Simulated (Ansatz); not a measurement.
The cluster FeS₂⁻, relaxed as a doublet with UKS PBE0-D4/def2-TZVPD in Ansatz, starting from the GFN2-xTB geometry. Force threshold 0.02 eV/Å.

The charge -1 doublet is spin-contaminated (final ⟨S²⟩ up to 2.59, 0.75 for a pure state). The highest occupied level of the charge -1 doublet lies above zero (up to 0.05 eV). The electron is either unbound and held by the finite basis, or the level is raised by self-interaction error. Another isomer (doublet) lies 0.34 eV lower at PBE0-D4/def2-TZVPD; other spin states weren't run for this one.

Start:

```xyz
3

Fe    0.8356   -1.7819    0.4343
S    -0.8390    1.7896   -0.4314
S     0.0034   -0.0076   -0.0028
```

Estimate the energy that the relaxation releases and the steps that it takes.

1.30 eV, in 12 steps; 4.9 min on 2 threads of AMD EPYC 7571 on a shared host. No frequencies were taken in this run, so the end may be a saddle point.

Does the start keep its bonding and symmetry?

By distances, no bond broke or formed. The bond that changes most is Fe1–S3, from 2.01 to 2.21 Å (atoms count from 1). Point group C∞v at the start, Cs at the end, both within 0.05 Å.

Predict the relaxed structure.


```xyz
3

Fe    0.716   -1.496    0.772
S    -0.731    1.588    0.006
S     0.015   -0.092   -0.778
```
Bond lengths: 1 × Fe–S 2.21 Å; 1 × S–S 2.00 Å.
